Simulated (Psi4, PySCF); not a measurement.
H6GeSSi (SMILES [SiH3][S][GeH3]), singlet, at a GFN2-xTB geometry, atoms displaced at random by about 0.08 Å a coordinate. Base run: PySCF with TPSS/6-31G, gradient.

PySCF was given this input:
```python
from pyscf import gto, scf, dft

mol = gto.M(
    atom='''
Si    2.10318657   -0.06987773    0.43243080
S     0.46845982   -0.10634572   -1.01125137
Ge   -1.16051895   -0.02692650    0.15006838
H     3.19205064   -0.35391812   -0.44879614
H     2.05145800    1.07700062    1.16179412
H     1.86630580   -1.17467896    1.19321815
H    -1.41777854   -0.80545189    1.11312682
H    -2.40055114    0.04593652   -0.66545241
H    -1.14244472    1.42802266    0.85624080
''',
    basis='6-31g',
    verbose=4,
)

mf = dft.RKS(mol)
mf.xc = 'tpss'
mf.kernel()
g = mf.nuc_grad_method()
grad = g.kernel()
```

Programs used: Psi4, PySCF; a row that names a program was run with it.

The coordinate followed is x of atom 1.

Each row names what was changed in the base input (with any setting that the change needs).

```
change                                                  dE/dx (Eh/bohr)  net force (Eh/bohr)
------------------------------------------------------  ---------------  -------------------
base                                                          -0.002176             0.000023
grids.level = 1; grid_response = off                          -0.002086             0.001010
code = psi4                                                   -0.002218             0.000274
finite difference step (bohr) = 1e-3; conv_tol = 1e-11        -0.002188                    -
grids.level = 1; grid_response = on                           -0.002243             0.000000
grids.level = 5; grid_response = off                          -0.002179             0.000004
conv_tol = 1e-4                                               -0.002174             0.000023
finite difference step (bohr) = 1e-4; conv_tol = 1e-11        -0.002188                    -
conv_tol = 1e-11                                              -0.002176             0.000023
conv_tol = 1e-6                                               -0.002176             0.000023
finite difference step (bohr) = 1e-5; conv_tol = 1e-11        -0.002189                    -
grids.level = 0; grid_response = off                                ___             0.011236
```

Q: Fill in the missing entries.

A: 
- grids.level = 0; grid_response = off, dE/dx (Eh/bohr): -0.004236

The net force is zero for an exact gradient.
